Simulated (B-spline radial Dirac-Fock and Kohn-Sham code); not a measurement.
## Binding energies of Rh²⁹⁺ at several levels of theory

System: the Rh²⁹⁺ ion, configuration [Ne] 3s2 3p4.

The density-functional columns are spherical, spin-unpolarised Dirac-Kohn-Sham results without Breit or QED terms: −ε is minus the orbital energy of the initial state and ΔSCF the difference of two total energies. The reference in the last column comes from multi-electron Dirac-Fock with separately optimised hole states, Breit and Lamb-shift corrections added in first order. All numbers are from an atomic code on a B-spline grid, in eV; a selection of levels is shown. The Kohn-Sham columns are given as differences from the reference. For the 1s level of heavy atoms much of the gap between ΔSCF and the reference is the Breit and QED part, -68.7 eV here; for other levels the error of the functional can be larger.

| level | LDA −ε − DF | LDA ΔSCF − DF | Dirac-Fock |
| --- | --- | --- | --- |
| K (1s) | -267.4 | +61.3 | 24723.1 |
| L1 (2s) | -114.8 | -36.4 | 4863.6 |
| L2 (2p1/2) | -87.5 | +5.3 | 4605.2 |
| M1 (3s) | -38.4 | -5.5 | 1802.5 |
| M2,3 (3p) | -30.3 | +3.6 | 1688.9 |

Values without a named source are computed, but for edge energies of neutral atoms, which are taken from tables.
